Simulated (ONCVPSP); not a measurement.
**How hard is this titanium (Ti) ONCV potential?**

Ti (Z = 22), optimised norm-conserving Vanderbilt (ONCV), made with ONCVPSP 4.0.1 (PBE, scalar-relativistic). Core [Ne], reference 3s2 3p6 3d2.5 4s1.5. Waves: 3s+4s: rc 2.00 bohr, ncon 3, nbas 6, qcut 6 1/bohr, 2 projectors; 3p: rc 1.25 bohr, ncon 4, nbas 7, qcut 12.8 1/bohr, 2 projectors, debl 1.6 Ha; 3d: rc 2.30 bohr, ncon 4, nbas 9, qcut 5.6 1/bohr, 2 projectors, debl 3.3 Ha. Local part: polynomial inside 0.85 bohr (lpopt 5, dvloc0 -1 Ha). Core correction: none.

Q: For each optimised wave give the share of its norm inside rc, the residual kinetic energy above qcut (Ha) and the cutoffs (Ha) for errors of 10, 1, 0.1 and 0.01 mHa per electron.

A:

```json
{"wave": "3s", "norm inside rc": "0.983", "residual KE": "3.3e-07", "10 mHa": "6.0", "1 mHa": "8.0", "0.1 mHa": "9.6", "0.01 mHa": "11.2"}
{"wave": "4s", "norm inside rc": "0.084", "residual KE": "6.3e-07", "10 mHa": "4.1", "1 mHa": "6.0", "0.1 mHa": "7.9", "0.01 mHa": "14.3"}
{"wave": "3p", "norm inside rc": "0.690", "residual KE": "4.3e-08", "10 mHa": "14.7", "1 mHa": "36.5", "0.1 mHa": "49.1", "0.01 mHa": "58.8"}
{"wave": "p projector 2", "norm inside rc": "0.066", "residual KE": "2.0e-09", "10 mHa": "11.8", "1 mHa": "17.5", "0.1 mHa": "41.8", "0.01 mHa": "53.4"}
{"wave": "3d", "norm inside rc": "0.764", "residual KE": "2.4e-04", "10 mHa": "11.8", "1 mHa": "14.2", "0.1 mHa": "26.4", "0.01 mHa": "58.6"}
{"wave": "d projector 2", "norm inside rc": "0.197", "residual KE": "1.6e-02", "10 mHa": "17.2", "1 mHa": "66.3", "0.1 mHa": "76.6", "0.01 mHa": "106.3"}
```

The occupied waves need 36 Ha and 49 Ha for 1 and 0.1 mHa. Note: no bound ghost flagged; GHOST(+) flagged for d at 90.8 eV.
